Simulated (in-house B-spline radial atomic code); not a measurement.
A run on C- that did not converge. Method: non-relativistic r2SCAN0, spin-polarised, spherical fractional occupations, exact exchange averaged over the configuration, point nucleus; computed with a B-spline radial code for spherical atoms.

Command:
```bash
python run_scf.py task.json out
```
Settings:
```
Z                6
configuration    [He] 2s2 2p3
hamiltonian      nr
method           r2scan0
spin_polarised   True
exact_exchange   averaged over the configuration
```

First and last ten iterations of the last attempt (damped for 15 steps, keeping 80 % of the old Fock matrix, then DIIS):
```
 iter        energy (Eh)    residual
    1         -36.453458    7.21e-02
    2         -37.263775    1.17e-01
    3         -37.506760    8.71e-02
    4         -37.661517    6.18e-02
    5         -37.757176    4.27e-02
    6         -37.814336    2.98e-02
    7         -37.847265    2.01e-02
    8         -37.865544    1.31e-02
    9         -37.875349    9.34e-03
   10         -37.880469    6.53e-03
  111         -37.886353    4.02e-05
  112         -37.886353    1.68e-04
  113         -37.886356    1.03e-04
  114         -37.886355    1.14e-04
  115         -37.886304    4.35e-04
  116         -37.886354    3.89e-05
  117         -37.886353    4.12e-05
  118         -37.886352    2.37e-04
  119         -37.886355    1.50e-04
  120         -37.886347    2.84e-04
 not converged after 120 iterations
```

The smallest residual met was 6.3e-06; the threshold is about 1e-07. Over the last five steps the energy moves by less than 2e-05 hartree, but the orbitals didn't meet the threshold. Run time, properties included: 2.5 s on 1 thread of Arm Neoverse N1, on a shared host.
